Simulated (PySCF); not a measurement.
**Does the structure fit the spectrum?**

A compound C6H8NP gives the data below (simulated from a calculation) and was assigned the structure `CCc1ccpcn1`.

¹³C{¹H} NMR (computed): δ 204.9 (C), 176.1 (CH), 160.5 (C), 125.5 (CH), 34.6 (CH3), 30.1 (CH3).

¹H NMR (300 MHz, computed): δ 9.58 (m, 1H), 7.55 (m, 1H), 3.19 (m, 3H), 2.88 (s, 3H).

[PySCF 2.14.0 with density-fitted response routines: shieldings: GIAO PBE0/pcSseg-1; geometry: GFN2-xTB; non-relativistic Hamiltonian; one conformer; no solvent model; averaged over atoms made equivalent by symmetry, fast rotation or ring inversion]

Referencing at the same level of theory: ¹H (31.72 ppm), ¹³C (186.93 ppm) against TMS.

(1) Compare with the shifts computed for the proposed structure, pairing carbons in order of shift.

(2) Which isomer fits?

## Answers

(1) Mapped SMILES: `[CH3:1][CH2:2][c:3]1[cH:4][cH:5][p:6][cH:7][n:8]1` (H(Xn): hydrogen on atom n).

```tsv
atom	computed for proposal	given list	difference
C7	192.1	204.9	-12.8
C5	175.6	176.1	-0.5
C3	168.2	160.5	+7.7
C4	128.0	125.5	+2.5
C2	40.1	34.6	+5.5
C1	20.0	30.1	-10.1
```

The rms difference is 7.8 ppm and the largest -12.8 ppm at C7 (aromatic CH next to a ring nitrogen). The carbon types in order of shift don't match either: CH, CH, C, CH, CH2, CH3 for the proposal against C, CH, C, CH, CH3, CH3 in the data. The proposal doesn't fit.

(2) SMILES Cc1ccpc(C)n1.

- δC 204.9, 160.5: substituted aromatic carbon next to a ring nitrogen.
- δC 176.1, 125.5: aromatic CH.
- δC 34.6, 30.1: methyl carbon on an aromatic ring; a saturated carbon with 1 carbon neighbour and no heteroatom attached.
- δH 9.58, 7.55: hydrogen on an aromatic CH; it sits in the deshielding region of the aromatic ring current.

This is the structure that produced the data.

Splittings by ³¹P in the carbon and heteronuclear signals aren't shown, as no couplings were computed. Shifts are as computed. Against solution values, carbons near 30 ppm lie about +3 ppm off and those near 130 ppm about +5 ppm. Of 1211 compounds with measured shifts, 218 miss one by over three times the rms of a fit or turn the order of signals round; such compounds aren't used in these exercises. No couplings were computed; multiplicities are counted from neighbouring protons, with m where these are inequivalent, close in shift, in a saturated or five-membered ring or joined by F or P, and br s for small geminal =CH2 splittings.
